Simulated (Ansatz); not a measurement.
Steps of a relaxation of C2H8Si2, SMILES `[SiH3]/C=C\[SiH3]` with RKS PBE-D4/def2-SVP.

```sh
$ ansatz run in.yaml --threads 4 --pin off --events-out ev --progress --plain --max-ram 10444MiB
```

```yaml
crystal:
  periodic: [false, false, false]
  atoms:
    - {symbol: Si, position_ang: [-0.867700, 1.741300, -0.246300]}
    - {symbol: C, position_ang: [-0.384000, 0.460400, 1.037800]}
    - {symbol: C, position_ang: [0.241900, -0.760300, 0.877600]}
    - {symbol: Si, position_ang: [0.855300, -1.564100, -0.619500]}
    - {symbol: H, position_ang: [-1.586600, 1.113800, -1.325700]}
    - {symbol: H, position_ang: [-1.652200, 2.785400, 0.428900]}
    - {symbol: H, position_ang: [0.409300, 2.320800, -0.789200]}
    - {symbol: H, position_ang: [-0.679300, 0.782200, 2.036000]}
    - {symbol: H, position_ang: [0.397500, -1.333900, 1.748300]}
    - {symbol: H, position_ang: [1.749100, -0.723800, -1.430500]}
    - {symbol: H, position_ang: [-0.280100, -1.974000, -1.521500]}
    - {symbol: H, position_ang: [1.614700, -2.792900, -0.256500]}
basis:
  gaussian: {orbitals: def2-SVP}
hamiltonian: {xc: pbe, dispersion: d4}
relax: {f_tol: 0.03, max_steps: 200}
```

Positions (Å) and forces (eV/Å) along the path, 10 of 10 steps:

```xyz
12
step=1 energy=-17940.4006 eV
Si   -0.868    1.741   -0.246    1.248   -0.103    0.460
C    -0.384    0.460    1.038    0.510   -1.134   -0.533
C     0.242   -0.760    0.878   -1.279    2.726   -0.038
Si    0.855   -1.564   -0.620   -0.035   -0.808   -1.267
H    -1.587    1.114   -1.326   -0.702   -0.417   -0.977
H    -1.652    2.785    0.429   -0.365    0.427    0.173
H     0.409    2.321   -0.789   -0.028    0.184   -0.131
H    -0.679    0.782    2.036   -0.046   -0.126    0.751
H     0.398   -1.334    1.748    0.256   -0.970    1.804
H     1.749   -0.724   -1.431    0.382    0.481   -0.329
H    -0.280   -1.974   -1.522   -0.048   -0.035   -0.040
H     1.615   -2.793   -0.257    0.108   -0.224    0.126
12
step=2 energy=-17940.6251 eV
Si   -0.814    1.704   -0.258    0.266    0.094    0.184
C    -0.396    0.435    1.078    0.179   -0.161   -0.196
C     0.236   -0.760    0.920   -0.417    0.787    0.353
Si    0.830   -1.547   -0.641    0.130   -0.458   -0.655
H    -1.574    1.101   -1.381   -0.180   -0.188   -0.286
H    -1.640    2.772    0.380   -0.121    0.139    0.034
H     0.424    2.349   -0.833   -0.008   -0.060    0.038
H    -0.688    0.733    2.100    0.006    0.000    0.146
H     0.426   -1.338    1.829    0.027   -0.288    0.415
H     1.722   -0.650   -1.444    0.072    0.149   -0.055
H    -0.310   -1.963   -1.539   -0.007    0.035    0.038
H     1.600   -2.781   -0.271    0.053   -0.049   -0.016
12
step=3 energy=-17940.6695 eV
Si   -0.782    1.705   -0.255    0.040   -0.092   -0.009
C    -0.379    0.450    1.103    0.106   -0.106   -0.005
C     0.221   -0.761    0.953   -0.106    0.098   -0.015
Si    0.808   -1.555   -0.662   -0.036    0.093    0.015
H    -1.464    1.037   -1.424    0.025    0.002    0.020
H    -1.694    2.759    0.311    0.009   -0.004   -0.016
H     0.472    2.365   -0.769   -0.018    0.017    0.009
H    -0.656    0.753    2.132   -0.015   -0.001   -0.006
H     0.378   -1.368    1.867    0.013    0.011    0.006
H     1.613   -0.578   -1.483   -0.028   -0.010    0.015
H    -0.364   -2.004   -1.498    0.018   -0.020    0.005
H     1.664   -2.748   -0.335   -0.008    0.010   -0.017
12
step=4 energy=-17940.6748 eV
Si   -0.767    1.695   -0.258    0.033   -0.057    0.016
C    -0.371    0.451    1.112    0.023   -0.032    0.012
C     0.213   -0.765    0.960   -0.025    0.024    0.001
Si    0.793   -1.544   -0.663   -0.034    0.051    0.029
H    -1.424    1.013   -1.430    0.017   -0.012   -0.005
H    -1.698    2.742    0.287   -0.007    0.007   -0.006
H     0.484    2.370   -0.754    0.001    0.018    0.000
H    -0.651    0.759    2.140    0.006   -0.001   -0.018
H     0.372   -1.375    1.872   -0.005    0.012   -0.012
H     1.573   -0.553   -1.487   -0.016    0.012   -0.003
H    -0.377   -2.014   -1.487   -0.001   -0.017   -0.005
H     1.671   -2.725   -0.352    0.007   -0.004   -0.008
12
step=5 energy=-17940.6839 eV
Si   -0.713    1.673   -0.260   -0.068    0.022   -0.049
C    -0.358    0.453    1.140    0.024    0.151    0.051
C     0.194   -0.774    0.984    0.000   -0.182   -0.037
Si    0.740   -1.522   -0.667    0.035    0.005    0.010
H    -1.248    0.938   -1.468    0.033    0.058    0.075
H    -1.736    2.681    0.203    0.052   -0.062   -0.031
H     0.533    2.413   -0.679   -0.024   -0.004    0.022
H    -0.619    0.785    2.166   -0.017   -0.037   -0.044
H     0.337   -1.405    1.887    0.016    0.056   -0.042
H     1.403   -0.467   -1.522   -0.033   -0.068    0.042
H    -0.433   -2.077   -1.435    0.027   -0.005    0.021
H     1.718   -2.642   -0.410   -0.043    0.065   -0.017
12
step=6 energy=-17940.6861 eV
Si   -0.696    1.681   -0.257   -0.054    0.024   -0.048
C    -0.341    0.461    1.142   -0.106   -0.006   -0.006
C     0.183   -0.780    0.983    0.091   -0.024   -0.024
Si    0.723   -1.530   -0.669    0.052    0.009   -0.001
H    -1.190    0.943   -1.480    0.032    0.053    0.064
H    -1.755    2.660    0.185    0.055   -0.050   -0.013
H     0.542    2.455   -0.640   -0.035   -0.008    0.014
H    -0.624    0.784    2.165    0.070    0.001   -0.013
H     0.338   -1.405    1.886   -0.054    0.011   -0.026
H     1.348   -0.469   -1.543   -0.033   -0.063    0.032
H    -0.447   -2.127   -1.413    0.034    0.004    0.026
H     1.737   -2.619   -0.419   -0.052    0.049   -0.006
12
step=7 energy=-17940.6907 eV
Si   -0.698    1.699   -0.254   -0.001   -0.003    0.003
C    -0.343    0.461    1.128   -0.004    0.009   -0.003
C     0.183   -0.779    0.968    0.003   -0.007   -0.006
Si    0.724   -1.548   -0.670    0.002    0.003    0.004
H    -1.166    0.984   -1.493    0.003    0.003   -0.006
H    -1.771    2.652    0.196    0.003   -0.004    0.004
H     0.531    2.498   -0.604    0.000    0.011    0.004
H    -0.602    0.784    2.156    0.000    0.009    0.002
H     0.322   -1.401    1.875    0.001   -0.010    0.000
H     1.328   -0.503   -1.569   -0.003   -0.002   -0.007
H    -0.440   -2.178   -1.391    0.001   -0.011   -0.001
H     1.750   -2.615   -0.403   -0.003    0.002    0.005
12
step=8 energy=-17940.6923 eV
Si   -0.687    1.714   -0.252    0.010    0.025    0.010
C    -0.337    0.465    1.121    0.041   -0.025   -0.018
C     0.177   -0.780    0.960   -0.035    0.036   -0.005
Si    0.713   -1.563   -0.673   -0.011   -0.028   -0.009
H    -1.109    1.012   -1.515    0.004    0.008    0.005
H    -1.793    2.632    0.194   -0.001   -0.005   -0.006
H     0.528    2.556   -0.553   -0.021   -0.016    0.005
H    -0.584    0.788    2.152   -0.018    0.014    0.004
H     0.307   -1.403    1.867    0.015   -0.017    0.003
H     1.276   -0.522   -1.604   -0.005   -0.010    0.004
H    -0.442   -2.247   -1.361    0.018    0.012    0.010
H     1.770   -2.597   -0.395    0.002    0.006   -0.003
12
step=9 energy=-17940.6931 eV
Si   -0.681    1.734   -0.246    0.023    0.023   -0.014
C    -0.328    0.470    1.112    0.031   -0.047   -0.019
C     0.171   -0.781    0.948   -0.036    0.060    0.006
Si    0.706   -1.584   -0.675   -0.011   -0.021   -0.038
H    -1.064    1.052   -1.532    0.003    0.008    0.015
H    -1.816    2.617    0.197    0.011   -0.009   -0.006
H     0.520    2.611   -0.508   -0.036   -0.025    0.013
H    -0.571    0.791    2.144   -0.012    0.016    0.007
H     0.295   -1.403    1.857    0.013   -0.020    0.007
H     1.235   -0.554   -1.637   -0.006   -0.013    0.012
H    -0.441   -2.312   -1.335    0.030    0.018    0.023
H     1.791   -2.586   -0.385   -0.009    0.009   -0.005
12
step=10 energy=-17940.6934 eV
Si   -0.677    1.740   -0.245    0.002    0.014   -0.008
C    -0.327    0.471    1.108    0.018   -0.018   -0.005
C     0.170   -0.781    0.944   -0.012    0.028    0.010
Si    0.702   -1.589   -0.676   -0.003   -0.017   -0.023
H    -1.045    1.064   -1.539    0.006    0.010    0.013
H    -1.823    2.611    0.196    0.007   -0.007   -0.007
H     0.518    2.628   -0.488   -0.019   -0.018    0.004
H    -0.569    0.793    2.141   -0.006    0.009    0.000
H     0.295   -1.403    1.853    0.003   -0.012    0.000
H     1.218   -0.564   -1.650   -0.007   -0.013    0.010
H    -0.441   -2.334   -1.320    0.017    0.013    0.010
H     1.797   -2.581   -0.384   -0.006    0.010   -0.004
```

It took 12 s on 4 threads of an Arm Neoverse V1 on a shared host, with 0.14 GiB of host memory at the peak.
